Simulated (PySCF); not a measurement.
Identify the compound

The spectra below were simulated for a compound C7H11FO.

1H NMR (400 MHz, computed): δ 2.81 (m, 1H), 2.28 (m, 2H), 1.81 (m, 1H), 1.64 (m, 2H), 1.62 (m, 2H), 1.44 (m, 2H), 1.16 (m, 1H).

13C{1H} NMR (computed): δ 174.7 (C), 41.8 (CH), 31.2 (CH2), 30.2 (CH2), 26.3 (CH2).

Calculated, not measured (PySCF 2.14.0 with density-fitted response routines): σ from GIAO-PBE0/pcSseg-1, geometry from GFN2-xTB. No solvent, rapidly exchanging positions averaged, non-relativistic Hamiltonian, a single conformation.

References, each an isolated molecule treated in the same way: TMS for 1H, 13C.

Question: Choose the structure that fits.
A. C/C(=C/C(=O)F)C(C)C
B. O=C(F)C1CCCCC1
C. C/C=C(\C(=O)F)C(C)C

Answer: B. 

Rings plus π bonds: 2 (1 ring in the answer). 5 carbon signals for 7 carbons: some carbons are equivalent by symmetry or fast rotation. Carbon types of the structure: 1 × C, 1 × CH, 5 × CH2, which accounts for all hydrogens. δC 174.7: carbonyl carbon. δC 41.8: sp3 CH α to a carbonyl; the adjacent C=O deshields it moderately. δC 31.2, 30.2, 26.3: sp3 CH2 in a ring; a saturated carbon with 2 carbon neighbours and no heteroatom attached. δH 2.81: hydrogen on an sp3 CH α to a carbonyl; α to C=O. δH 2.28, 1.81, 1.64, 1.62, 1.44, 1.16: hydrogen on an sp3 CH2 in a ring.

The others: C/C=C(\C(=O)F)C(C)C would give 6 carbon signals, not 5; C/C(=C/C(=O)F)C(C)C would give 6 carbon signals, not 5.

Splittings by 19F in the carbon and heteronuclear signals aren't shown, as no couplings were computed. Shifts are as computed. Against solution values, carbons near 30 ppm lie about +3 ppm off and those near 130 ppm about +5 ppm. Of 1211 compounds with measured shifts, 218 miss one by over three times the rms of a fit or turn the order of signals round; such compounds aren't used in these exercises. Multiplicities follow the n + 1 count of equivalent neighbours, as no J values were calculated; m marks all less simple cases, F and P coupling included.
